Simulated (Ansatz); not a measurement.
## Energy profile

The step: SiNH₅O ([NH2][SiH2][OH]) + HF → SiH₃OF ([OH][SiH2][F]) + NH₃; bonds formed: Si1–F7, N2–H6; bonds broken: Si1–N2, H6–F7 (atoms numbered as in the saddle structure below).

Si1  (-0.539, 0.461, -0.392)
N2  (0.234, -1.178, 0.018)
H3  (-1.000, 0.212, -1.789)
H4  (-1.749, 0.600, 0.439)
O5  (0.548, 1.654, -0.631)
H6  (0.551, -0.695, 0.994)
F7  (0.425, 0.470, 1.611)
H8  (-0.417, -1.945, 0.131)
H9  (0.990, -1.459, -0.595)
H10  (0.956, 1.880, 0.214)
(Å)

Electronic energies by CCSD(T) at an estimated basis limit (MP2 extrapolated from triple and quadruple zeta, plus CCSD(T) − MP2 in triple zeta), on PBE0-D4/def2-TZVP structures; SiNH$_{6}$OF, closed shell; no counterpoise correction. Computed with Ansatz 0.2.0 (basis: def2-TZVPP and def2-QZVPP); correlated methods freeze the cores. Extrapolation: Hartree–Fock as exp(−7.88 √X), correlation as X^−2.97.

Give the profile in kcal/mol, counted from the separated reactants. (To be estimated.)

By the calculation:
```tsv
point	kcal/mol
separated: SiNH$_{5}$O (linked as [NH2][SiH2][OH]; Si1, N2, H3, H4, O5, H8, H9, H10; singlet) + HF (H6, F7; singlet)	0.00
start structure	-11.01
saddle	4.72
end structure	-24.65
separated: SiH$_{3}$OF (linked as [OH][SiH2][F]; Si1, H3, H4, O5, F7, H10; singlet) + NH$_{3}$ (N2, H6, H8, H9; singlet)	-21.03
```

No T1 diagnostic of these runs exceeds 0.013.

Steps of this kind, hydrogen fluoride cutting a network bond, underlie vapour etching and the fluorination step of atomic layer etching.

For scale, one of the runs: CCSD(T)/def2-TZVPP, 219 basis functions, launched by `ansatz run in.yaml --threads 4 --pin off --events-out ev --progress --plain --max-ram 9574MiB`. Hardware: 4 CPU threads of an Intel Xeon, shared host. Wall time 100 s; peak host memory 3.5 GiB.
